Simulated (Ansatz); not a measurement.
`C[CH](C)[Al]([Cl])[Cl]` + H₂ → `C[CH](C)[AlH][Cl]` + HCl  (hydrogenolysis of the Al–Cl bond)

Program: Ansatz. Geometries: PBE0-D4/def2-TZVP. ΔE: electronic, gas phase. CCSD(T)/CBS adds triple-zeta CCSD(T) − MP2 to the extrapolated MP2 energy (def2 sets, frozen cores). This one scheme is used for every species. Functionals use def2-TZVPP. Each species was taken in one conformer, which may not be the lowest.

```csv
level,ΔE (kJ/mol)
revPBE-D4,148.5
r2SCANh,152.9
RPA@PBE/def2-TZVPP,138.5
CCSD/def2-SVP,140.3
```

Task: What does CCSD(T)/CBS give? (Best estimate.)

Result: Ansatz gave: +149.7 kJ/mol. The listed levels differ from it by -1.2, 3.2, -11.2, -9.4 kJ/mol.

Largest T1 diagnostic among the species: 0.009.

The D4 term adds +7.4 kJ/mol with B3LYP and +4.3 kJ/mol with PBE0; it sums over pairs of atoms, weighted by their polarisabilities, and B3LYP, whose exchange is more repulsive, gets the larger term. At CCSD(T), def2-SVP lies −7.3 kJ/mol from the extrapolated value and def2-TZVPP −3.9 kJ/mol. Leaving LDA and LC-ωPBE aside and taking each functional with its dispersion term where it has one, the values, not all of them listed here, spread over 15.0 kJ/mol, from B97M-V to r2SCAN-D4.

CCSD(T)/CBS has its own doubt, a few kJ/mol and more with outer-core shells, so smaller differences from it don't rank the levels.

B3LYP here is the variant with VWN-RPA as its local correlation; programs differ in this.
